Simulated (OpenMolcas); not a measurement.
An atom or ion with 24 electrons was computed by SS-CASPT2, IPEA 0.25 Eh, imaginary shift 0.1 Eh with spin-orbit coupling (OpenMolcas, ANO-RCC-VTZP, DKH2). The lowest levels that the run gave, each within 12 % of the measured value where one is at hand:

```
J  Parity  E (cm⁻¹)      g
4    even       0.0  1.501
3    even       657  1.501
2    even      1111  1.501
1    even      1401  1.501
0    even      1542       
2    even     22930  1.500
6    even     23970  1.166
5    even     24280  1.037
4    even     24480  0.821
1    even     24840  1.499
0    even     25610       
4    even     25630  1.226
```

Question: Which ion is it, and what are the configurations and terms?

Answer: Co3+ (Z = 27, charge +3; active space 6 electrons in 5 orbitals (3d)). J, parity and g give the terms where levels are pure, and mixed ones are named by the computed weights; the size of the splittings, set against known spectra of the 24-electron sequence, gives the charge. In order, with the measured energies in cm⁻¹ (Sugar and Corliss, J. Phys. Chem. Ref. Data 10, 1097 (1981)): 3d⁶ ⁵D₄, 3d⁶ ⁵D₃ (639), 3d⁶ ⁵D₂ (1078), 3d⁶ ⁵D₁, 3d⁶ ⁵D₀ (1494), 3d⁶ ³P₂(1) (22883), 3d⁶ ³H₆ (23680), 3d⁶ ³H₅ (24032), 3d⁶ ³H₄ (24272), 3d⁶ ³P₁(1) (24729), 3d⁶ ³P₀(1) (25449), 3d⁶ ³F₄(1) (25396).

CASPT2 does not keep the components of a term degenerate, so their means are used; among the terms shown or strongly mixed into the levels shown the widest spread is 110 cm-1 (3d⁶ ³H). Measured partners are found by configuration, term and J. A level has none where our copy of the source lacks it or the pairing is in doubt (some pairs that miss far off the trend of their configuration count as doubtful), and it then counts in no deviation. Only configurations of the active space appear.

A number in round brackets counts repeated terms of one configuration in the order of the reference energies.
